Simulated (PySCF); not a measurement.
# MO₂H across group 5

Level: PBE0, basis family def2-TZVP, scalar-relativistic core potentials from Rb on and no relativity for lighter atoms.

Each entry is the lowest minimum that a search over a few typed start shapes (and spin states, where more than one is plausible) found, or that minimum re-optimised at the stated level; isomers with ligand–ligand bonds, or fragments after loss of a ligand pair, can lie lower. Open shells are unrestricted; no spin–orbit coupling; PySCF with density fitting.

```json
{"molecule": "HVO₂", "2S+1": "1", "point group": "Cs", "mean bond to the central atom (Å)": "1.592", "gap (eV)": "5.16", "highest ω (cm⁻¹)": "1862", "distinct angles (°)": "106/110", "lowest ω (cm⁻¹)": "388"}
{"molecule": "HNbO₂", "2S+1": "1", "point group": "Cs", "mean bond to the central atom (Å)": "1.731", "gap (eV)": "5.02", "highest ω (cm⁻¹)": "1789", "distinct angles (°)": "105/106", "lowest ω (cm⁻¹)": "349"}
{"molecule": "HTaO₂", "2S+1": "1", "point group": "Cs", "mean bond to the central atom (Å)": "1.741", "gap (eV)": "4.69", "highest ω (cm⁻¹)": "1870", "distinct angles (°)": "101/106", "lowest ω (cm⁻¹)": "338"}
```

Spin–orbit coupling can matter for HTaO₂.

Left out of the table are members whose search was unfinished or whose lowest solution was spin-contaminated, unstable, very soft or bonded differently.
